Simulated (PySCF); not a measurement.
Species: C11H9Cl.
InChI=1S/C11H9Cl/c1-2-9-10(8-6-7-8)4-3-5-11(9)12/h1,3-5,8H,6-7H2

Torsions of this conformer, `[CH:1]#[C:2][c:3]1[c:4]([Cl:5])[cH:6][cH:7][cH:8][c:9]1[CH:10]1[CH2:11][CH2:12]1`: C8–C9–C10–C11 -20°.

The closed-shell ground state was solved at several levels (PySCF, density fitting, gas phase, non-relativistic). One conformer (not necessarily the lowest) at the PBE0-D3(BJ)/def2-SVP geometry, without solvent, vibrations or thermal averaging.

```
           level  basis functions  total energy (Eh)  HOMO (eV)  LUMO (eV)  gap (eV)  dipole (D)
wB97X-D/pcSseg-1              256          -884.4594      -8.62       0.36      8.98        2.07
   PBE0/pcSseg-1              256          -883.9585      -6.90      -1.29      5.61        1.99
```

**Question.** What might CAM-B3LYP/def2-SVPD (319 basis functions) give for the same quantities?

**Answer.** Total energy -884.0309 Eh, HOMO -8.06 eV, LUMO -0.28 eV, gap 7.78 eV, dipole 2.04 D.

**Question.** Over all these levels, which gives the widest orbital gap and which the narrowest?

**Answer.** wB97X-D/pcSseg-1 (range-separated hybrid) has the widest, 8.98 eV, and PBE0/pcSseg-1 (global hybrid, 25 % exact exchange) the narrowest, 5.61 eV. The two share the basis. From the narrowest to the widest the HOMO moves by -1.72 eV and the LUMO by +1.65 eV.

**Question.** How far do the dipole and the HOMO energy spread over the levels?

**Answer.** The dipole runs from 1.99 to 2.07 D (mean 2.03 D) and the HOMO from -8.62 to -6.90 eV.

wB97X-D is run here without its empirical dispersion term; that term would change no orbital, density or response property at a fixed geometry.
